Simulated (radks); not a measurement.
Values are calculated unless marked as measured or tabulated.
Initial-state core-level shifts of the ytterbium ion Yb3+ when its valence configuration changes from [Xe] 4f13. Code: a radial shooting solver on a logarithmic mesh with Libxc functionals. Model: scalar-relativistic Kohn-Sham, SCAN, spin-polarised, spherical densities, finite nucleus; open shells are filled with parallel spins first (spin-orbit coupling, left out, can overturn this in heavy ions); meta-GGA in the generalised Kohn-Sham scheme; Fermi nuclear charge, rms radius 5.3108 fm. Shifts are changes of the shell-averaged eigenvalues in eV (positive: less bound); the change of the density at the nucleus, which sets a Mossbauer isomer shift, is in e/bohr^3, on a base of 1.085e+06.

valence,1s,3s,3d,5p,density at nucleus
4f12 5d1,-8.060,-9.633,-9.527,-3.628,+45.6
4f12.5 5d0.5,-3.942,-4.695,-4.644,-1.818,+22.1
4f12 6p1,-12.716,-14.308,-14.227,-7.895,+53.0
4f12.5 6p0.5,-6.231,-6.989,-6.950,-3.958,+25.3
4f11 6p2,-26.477,-29.963,-29.790,-15.745,+116.0
4f11.5 5d1.5,-12.345,-14.806,-14.641,-5.420,+70.5
